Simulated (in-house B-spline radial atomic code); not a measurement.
Results of a calculation; reference values are marked as such.
# What the choice of pseudopotential does to G0W0 on PBE0: Lu²⁺

All numbers come from an all-electron radial atomic-structure program (B-spline basis), non-relativistic (model numbers for so heavy an element), configuration [Xe] 4f14 6s1, open shells at high spin. Semilocal Troullier-Martins pseudo-atoms, one channel per l, are made with PBE or LDA for several valence sets and radii, with or without a model core, and set against the all-electron atom. One channel fits only the lowest state of its l, so a second state of that l is approximate. All electrons give 6s up: PBE0 -17.402 eV, G0W0 -20.135 eV, 4f down: PBE0 -36.26 eV, G0W0 -42.28 eV. Potentials are made in the ion's own configuration unless the neutral atom is named, and a smooth local potential serves every l without a channel. Potentials that miss their own reference levels by more than 6 millihartree, or need radii over 3.5 bohr, are left out. Columns give pseudo minus all-electron, in eV; a dash marks a level in the core or of low weight.

```tsv
valence	made with	radii (bohr)	model core (bohr)	6s up PBE0	6s up G0W0	4f down PBE0	4f down G0W0
4f 6s	LDA	s 2.66 p 3.11 d 1.50 f 1.40	none	-0.41	-0.22	+1.70	+6.88
5p 4f 6s	PBE	s 2.66 p 1.12 d 1.50 f 1.42	none	-0.32	-0.64	+2.12	+7.74
5p 4f 6s	LDA, neutral atom	s 3.31 p 1.24 d 1.79 f 1.55	none	-0.30	-0.64	+1.69	+7.01
5p 4f 6s	LDA, neutral atom	s 3.40 p 1.61 d 2.33 f 2.02	none	-0.29	-0.62	-	-
5p 4f 6s	PBE	s 2.66 p 1.12 d 1.50 f 1.42	0.68	-0.30	-0.61	+3.34	+8.98
5p 4f 6s	LDA, neutral atom	s 3.31 p 1.24 d 1.79 f 1.55	0.68	-0.28	-0.62	+3.21	+8.58
5p 4f 6s	PBE	s 3.39 p 1.43 d 1.91 f 1.81	0.68	-0.29	-0.60	-	-
5p 4f 6s	LDA	s 3.40 p 1.60 d 2.16 f 2.02	0.68	-0.29	-0.59	+3.01	+6.99
5s 5p 4f 6s	PBE, neutral atom	s 1.30 p 1.43 d 2.06 f 1.81	none	-0.12	-0.16	+2.27	+6.81
5s 5p 4f 6s	PBE, neutral atom	s 1.30 p 1.43 d 2.06 f 1.81	0.67	-0.11	-0.14	+3.10	+7.65
4d 5s 5p 4f 6s	LDA	s 1.13 p 1.23 d 0.49 f 1.55	none	-0.13	-0.33	+0.91	+3.43
4d 5s 5p 4f 6s	PBE, neutral atom	s 1.30 p 1.43 d 0.56 f 1.81	none	-0.16	-0.36	+1.46	+3.91
4d 5s 5p 4f 6s	LDA, neutral atom	s 1.01 p 1.12 d 0.44 f 1.40	0.31	-0.22	-0.45	+0.90	+3.54
4d 5s 5p 4f 6s	PBE, neutral atom	s 1.13 p 1.24 d 0.49 f 1.57	0.31	-0.16	-0.37	+1.43	+3.95
```

How does the G0W0 shift of 6s up, which all sets hold, depend on the valence set?

Mean size: 5s 5p 4f 6s: 0.15 eV; 4f 6s: 0.22 eV; 4d 5s 5p 4f 6s: 0.38 eV; 5p 4f 6s: 0.62 eV. A larger valence set can do worse when it takes only part of a shell, whose exchange with the frozen rest is then left to the functional. The means mix radii and the functional used in making the potentials.
